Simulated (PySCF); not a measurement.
Working out the ionisation energy of Mn⁺

Mn⁺ [Ar] 3d5 4s1 (7S) → Mn²⁺ [Ar] 3d5 (6S). Computed with PySCF 2.14 in Sapporo-DKH3-DZP-2012 (6s5p3d1f, 43 functions), with the spin-free X2C one-electron Hamiltonian (Gaussian nucleus). Frozen: [Ar]. Energies in hartree (1 hartree = 27.21139 eV):

```json
{"part": "UHF", "Mn⁺ (lower)": "-1157.134961", "Mn²⁺ (upper)": "-1156.589305"}
{"part": "MP2 opposite-spin", "Mn⁺ (lower)": "0.000000", "Mn²⁺ (upper)": "0.000000"}
{"part": "MP2 same-spin", "Mn⁺ (lower)": "-0.068062", "Mn²⁺ (upper)": "-0.052981"}
```

Problem. What does Hartree-Fock give?

Solution. (-1156.589305) − (-1157.134961) = 0.545656 hartree = 14.848 eV.

Problem. What do MP2 and SCS-MP2 (6/5 opposite-spin, 1/3 same-spin) give?

Solution. The opposite-spin parts differ by 0.000 eV and the same-spin parts by 0.410 eV. MP2: 14.848 + (0.000) + (0.410) = 15.258 eV. SCS-MP2: 14.848 + 1.2 × (0.000) + (0.410)/3 = 14.985 eV.

Measured between the centres of the two terms (NIST): 15.640 eV, so MP2 (valence) is off by -0.382 eV.

A double-zeta basis recovers only part of the correlation energy.

What remains against the reference includes basis incompleteness, the frozen core and correlation beyond second order.
